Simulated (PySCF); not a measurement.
## Spinor energies of Tb⁺ (terbium, charge +1)

Start: [Xe] 4f9 6s1; 4f5/2 filled at m_j = -5/2, -3/2, -1/2, +1/2, +3/2, +5/2; 4f7/2 filled at m_j = +3/2, +5/2, +7/2; 6s1/2 filled at m_j = +1/2. Calculated with PySCF 2.14 in x2c-QZVPPall-2c (16s16p12d6f4g1h, 213 functions): generalised Hartree-Fock with the X2C-1e Hamiltonian and a Gaussian nucleus; one run each with spin-orbit coupling (SO) switched off, then screened by Boettger's factors.

```csv
spinor shell,electrons,"ε, spin-free (eV)","ε, screened SO (eV)",weight of nominal j (screened SO),"rms radius, screened SO (bohr)"
1s1/2,2,-52262.7,-52252.6,1.000,0.0245
2s1/2,2,-8791.2,-8788.0,1.000,0.0989
2p1/2,2,-7807.7,-8334.6,1.000,0.0846
2p3/2,4,-7807.7,-7583.2,1.000,0.0911
3s1/2,2,-2005.9,-2004.9,1.000,0.255
3p1/2,2,-1696.4,-1807.4,1.000,0.246
3p3/2,4,-1696.4,-1648.3,1.000,0.260
3d3/2,4,-1291.7,-1312.3,0.998,0.232
3d5/2,6,-1291.7,-1276.9,0.999,0.236
4s1/2,2,-425.88,-425.55,1.000,0.576
4p1/2,2,-321.41,-347.59,0.986,0.592
4p3/2,4,-321.41,-309.90,0.993,0.621
4d3/2,4,-174.89,-183.06,0.791,0.671
4d5/2,6,-174.89,-169.17,0.861,0.678
5s1/2,2,-64.171,-64.114,1.000,1.44
5p1/2,2,-36.965,-40.784,0.938,1.62
5p3/2,4,-36.965,-35.298,0.969,1.73
4f5/2,6,-20.076,-19.682,0.721,0.982
4f7/2,3,-20.076,-20.667,0.805,0.969
6s1/2,1,-10.734,-10.736,1.000,4.21
```

```tsv
quantity	spin-free	screened SO
E (hartree)	-11700.56419	-11708.70322
M_J	8	8
⟨J²⟩	72.018	72.026
⟨L²⟩	30.010	30.551
⟨S²⟩	12.008	11.855
```

Each row is a mean over spinors that exchange with the open shell spreads, by up to 15.229 eV (4d5/2).

Rows whose weight is well below 1 are mixtures of j = l ± 1/2: exchange outweighs spin-orbit coupling there, and the label is only the starting occupation.

Breit and QED terms are absent; they matter most for the inner s and p1/2 levels.

Densities and radii are taken from the X2C orbitals without a picture-change correction, which distorts them close to the nucleus.

Without spin-orbit coupling the j labels of p, d and f shells carry no meaning; the spin-free column gives the mean over the occupied spinors of each nl shell.
